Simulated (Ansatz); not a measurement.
Molecule: H$_{2}$O, charge 1, multiplicity 2. SMILES: [OH2+]
Geometry: optimised at B3LYP-D3(BJ)/def2-TZVP (Ansatz, an electronic-structure program).

PBE beside other levels, property by property. Cores are frozen in the correlated levels unless marked. Open shells are spin-unrestricted. No spin-orbit coupling. No relativistic terms. Basis-set limits of correlation are two-point, X^-3; Hartree-Fock from the larger set. Vertical energies are electronic, to the SCF solution reached for that spin. Anions need diffuse functions, of which def2-TZVPD holds fewer than the aug- sets. The coupled-cluster column (Ansatz) is a level with limits of its own: CCSD(T)/CBS(aug-cc-pVTZ,aug-cc-pVQZ).

| property | PBE/def2-TZVPD (Ansatz) | SVWN5/def2-TZVPD (Ansatz) | r2SCAN/def2-TZVPD (Ansatz) | r2SCAN-D4/def2-TZVPD (Ansatz + dftd4) | coupled cluster |
|---|---|---|---|---|---|
| vertical electron affinity to the singlet (eV) | 12.55 | 12.92 | 12.32 | 12.32 | 12.54 |
| vertical ionisation energy to the triplet (eV) | 27.15 | 27.28 | 26.99 | 26.99 | 26.99 |

As the rows show:
- vertical electron affinity to the singlet: PBE agrees within rounding with coupled cluster.
- vertical ionisation energy to the triplet: PBE lies 0.16 eV above coupled cluster.
